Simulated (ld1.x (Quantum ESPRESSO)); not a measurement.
## Cutoff test, Pb (Z = 82), RRKJ

| Item | Value |
| --- | --- |
| Element | Pb (Z = 82) |
| Generator | ld1.x (Quantum ESPRESSO) 7.5 |
| Type | norm-conserving RRKJ (Kleinman–Bylander form) |
| Functional | LDA (PZ) |
| Relativity | scalar-relativistic |
| Frozen core | [Xe] 4f14 |
| Valence charge | 14 |
| Reference configuration | 5d10 6s2 6p0 (charge +2) |
| Partial waves | 6s (bound): rc 1.80 bohr; 6p (bound, empty): rc 1.80 bohr; 5d (bound): rc 1.35 bohr |
| Local potential | the d channel |
| Core correction | a·sin(br)/r model core, default radius (core density twice the valence density) |
| rho0 | 0.02 |

The pseudo-atom Hamiltonian at the reference potential is diagonalised in spherical Bessel functions j_l(qr) that vanish at 20 bohr, with q² up to the cutoff. All-electron valence levels (Ry): 6s -2.0489, 6p -1.2858, 5d -2.7980.

How do the lowest levels (Ry) of each channel move with the cutoff, and are there ghosts?

```tsv
cutoff (Ry)	s #1	s #2	p #1	p #2	p #3	d #1	f #1	Σ f·Δε (mRy)
8	-2.0137	-1.5233	-1.2574	-0.4551	-0.2410	-1.3407	-0.3049	14643.9
18	-5.9633	-2.0193	-1.3167	-0.4678	-0.2461	-2.2718	-0.3110	5321.4
35	-7.2215	-2.0467	-2.0441	-1.2835	-0.4643	-2.7566	-0.3142	419.1
50	-7.2531	-2.0489	-2.1269	-1.2855	-0.4643	-2.7965	-0.3146	14.8
80	-7.2571	-2.0490	-2.1295	-1.2858	-0.4644	-2.7975	-0.3146	5.1
120	-7.2578	-2.0490	-2.1298	-1.2859	-0.4644	-2.7980	-0.3146	0.2
400	-7.2579	-2.0490	-2.1298	-1.2859	-0.4644	-2.7980	-0.3146	0.0
```

Result: ghost states, extra bound levels that the all-electron valence spectrum of the same l lacks: s at -98.7 eV, p at -29.0 eV (a true bound ghost makes a file unfit for plane-wave use); 10 mRy is reached at 70 Ry and 1 mRy at 100 Ry.
